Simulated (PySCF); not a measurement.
# Rh⁺ (rhodium, charge +1): UHF calculation

Configuration: [Kr] 4d8, high-spin 3F determinant. Computed with PySCF 2.14 in x2c-TZVPall, with the spin-free X2C one-electron Hamiltonian (Gaussian nucleus).

| Quantity | Value |
| --- | --- |
| Total energy | -4780.955317 hartree |
| One-electron energy | -6583.1871 hartree |
| Hartree (Coulomb) energy | 1939.7874 hartree |
| Exchange energy | -137.5556 hartree |
| ⟨S²⟩ | 2.0034 |
| ⟨L²⟩ | 12.035 |
| Sum of ⟨r⟩ | 28.58 bohr |
| Sum of ⟨r²⟩ | 36.04 bohr² |
| Langevin diamagnetic susceptibility | -28.5 ×10⁻⁶ cm³/mol |
| Time after the integrals | 0.38 s of wall time on 1 thread of Neoverse-V2 (shared host) |

```csv
shell,electrons,mean orbital energy (hartree),spread (hartree),"rms radius, mean of both spins (bohr)"
1s β,1,-858.05943,0,0.0374
1s α,1,-858.05898,0,0.0374
2s α,1,-127.64202,0,0.154
2s β,1,-127.62178,0,0.154
2p α,3,-114.22131,0,0.137
2p β,3,-114.20123,0,0.137
3s α,1,-24.32663,0,0.415
3s β,1,-24.31663,0,0.415
3p α,3,-19.79404,0,0.419
3p β,3,-19.78156,0,0.419
3d α,5,-12.54034,0.01041,0.403
3d β,5,-12.51128,0.03960,0.403
4s α,1,-4.05137,0,1.05
4s β,1,-3.92997,0,1.05
4p α,3,-2.70272,0,1.17
4p β,3,-2.54626,0,1.17
4d α,5,-0.73779,0.03818,1.67
4d β,3,-0.67612,0,1.67
```

Densities and radii are taken from the X2C orbitals without a picture-change correction, which distorts them close to the nucleus.
